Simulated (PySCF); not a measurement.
# [TmCl2]+ at several levels of theory

Computed with PySCF 2.14.0 (density fitting, no spin-orbit coupling) at the geometry relaxed with PBE0:

```xyz
3
[TmCl2]+ (singlet in the valence; each metal's 4f electrons, 12 of them, lie in its core potential, out of spins and levels)
Tm    0.0000    0.0000   -0.4787
Cl    1.9412    0.0000    0.8295
Cl   -1.9412    0.0000    0.8295
```

| level | basis | state | HOMO (eV) | gap (eV) | charge on Tm1 (e) | population of f-type functions on Tm1 (polarisation alone where 4f lies in the core) | dipole about the centre of mass (D) | largest force component (eV/Å) |
| --- | --- | --- | --- | --- | --- | --- | --- | --- |
| PBE0 | Tm lcecp-1-SVP with ECP58, Cl def2-SVP | singlet | -13.95 | 5.61 | 1.28 | 0.04 | 6.17 | 0.00 |
| TPSSh | the same | singlet | -13.27 | 4.68 | 1.29 | 0.03 | 6.12 | 0.25 |
| PBE0 | Tm lcecp-1-TZVP with ECP58, Cl def2-TZVP | singlet | -13.87 | 5.65 | 1.58 | 0.04 | 6.06 | 0.21 |

In the lcecp rows the 4f levels are missing from HOMO and gap, and the state counts the valence alone.

Charges are Mulliken's, which hang on the basis. The relaxation used the grid (50, 194), these runs (75, 302) or, all-electron (x2c bases, spin-free X2C Hamiltonian), (99, 590).

(1) What does M06-L with Tm lcecp-1-SVP with ECP58, Cl def2-SVP give here?

An lcecp potential fixes the number of 4f electrons, so in runs with it no electron can move into or out of that shell.

## Answers

(1) state singlet, HOMO (eV) -12.85, gap (eV) 4.73, charge on Tm1 (e) 1.42, population of f-type functions on Tm1 (polarisation alone where 4f lies in the core) 0.03, dipole about the centre of mass (D) 6.38, largest force component (eV/Å) 0.25. Time: 2.7 s on 2 threads of Arm Neoverse V1, with other jobs on the host, from an already converged density.
